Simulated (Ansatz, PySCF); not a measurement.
System: CClF2, net charge 0, doublet state. It need not be the lowest isomer of its formula. SMILES: F[C](Cl)F
Geometry: optimised at B3LYP-D3(BJ)/def2-TZVP (Ansatz, an electronic-structure program).

Quantity: atomisation energy (electronic, to ground-state atoms), in kcal/mol. Correlated levels leave the core frozen unless marked. Open shells are spin-unrestricted. Spin-orbit coupling is left out. Non-relativistic. The coupled-cluster limit lacks core correlation, which all-electron functionals hold. CBS marks a two-point X^-3 extrapolation of the correlation energy; Hartree-Fock from the larger set. [CCSD(T)-MP2]/basis is that difference in the basis named.

```tsv
level	program	atomisation energy (kcal/mol)	minus last row
HF/cc-pV(D+d)Z	Ansatz	182.5	-125.0
HF-D3(BJ)/def2-TZVPD	PySCF + dftd3	206.5	-101.0
BP86-D3(BJ)/def2-TZVPD	PySCF + dftd3	331.2	23.7
r2SCAN-D3(BJ)/def2-TZVPD	Ansatz + dftd3	319.2	11.7
B97M-V/def2-TZVPD	Ansatz	311.6	4.1
BHLYP/def2-TZVPD	Ansatz	282.2	-25.3
TPSSh-D3(BJ)/def2-TZVPD	PySCF + dftd3	310.7	3.2
MN15-D3(BJ)/def2-TZVPD	PySCF + dftd3	318.9	11.4
MN15/def2-TZVPD	PySCF	318.9	11.4
HSE06-D4/def2-TZVPD	Ansatz + dftd4	317.3	9.8
B2GP-PLYP-D4/def2-TZVPD	Ansatz + dftd4	304.7	-2.8
B2PLYP-D4/def2-TZVPD	Ansatz + dftd4	306.5	-1.0
MP2/STO-3G	Ansatz	232.8	-74.7
RI-MP2/aug-cc-pV(T+d)Z	Ansatz	319.3	11.8
SCS-MP2/6-31G*	Ansatz	288.0	-19.5
SCS-MP2/aug-cc-pV(D+d)Z	Ansatz	286.9	-20.6
CCSD/6-31G	Ansatz	212.1	-95.4
CCSD/cc-pV(T+d)Z	Ansatz	285.9	-21.6
CCSD(T)/STO-3G	Ansatz	242.2	-65.3
CCSD(T)/cc-pV(T+d)Z	Ansatz	295.8	-11.7
RI-MP2/CBS(cc-pV(T+d)Z,cc-pV(Q+d)Z)+[CCSD(T)-MP2]/cc-pV(T+d)Z	Ansatz	307.5	0.0
```
